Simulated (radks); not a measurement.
The numbers below are computed, except where a source is named.
Fractional charge and spin in the 5p shell of mercury: the spin-up occupation runs from 2 to 3 and the spin-down occupation from 2 to 3; the fullest corner is Hg2+, [Kr] 4d10 4f14 5s2 5d10 5p(up 3, down 3). Level of theory: scalar-relativistic Kohn-Sham, r2SCAN, spin-polarised, spherical densities, finite nucleus; meta-GGA in the generalised Kohn-Sham scheme; Fermi nuclear charge, rms radius of each element as measured or else 0.836 A^(1/3) + 0.57 fm (a radial shooting solver on a logarithmic mesh with Libxc functionals). Energy (eV) above the fullest corner. The planes named below are the two flat planes that join the four corners, with an edge along up + down = one added electron.

\begin{tabular}{lrrrrr}
down \ up & 2 & 2.25 & 2.5 & 2.75 & 3 \\ \hline
2 & 208.263 & 178.414 & 149.637 & 121.918 & 95.242 \\
2.25 & 178.414 & 149.728 & 122.096 & 95.507 & 69.944 \\
2.5 & 149.637 & 122.096 & 95.595 & 70.118 & 45.649 \\
2.75 & 121.918 & 95.507 & 70.118 & 45.735 & 22.340 \\
3 & 95.242 & 69.944 & 45.649 & 22.340 & 0.000 \\
\end{tabular}

Corners above the fullest one (they belong to Hg3+ and the next ion): (up 3, down 2) 95.242 eV, (up 2, down 3) 95.242 eV, (up 2, down 2) 208.26 eV. With half an added electron in each spin the energy lies 0.353 eV from the planes, and with half an added electron in spin up alone -2.115 eV. The planes are only a guide here: the flat-plane condition holds for ground states with one frontier orbital, while this shell lies below other occupied shells, so the corners above the fullest one are inner-hole states and not the ground states of those ions.
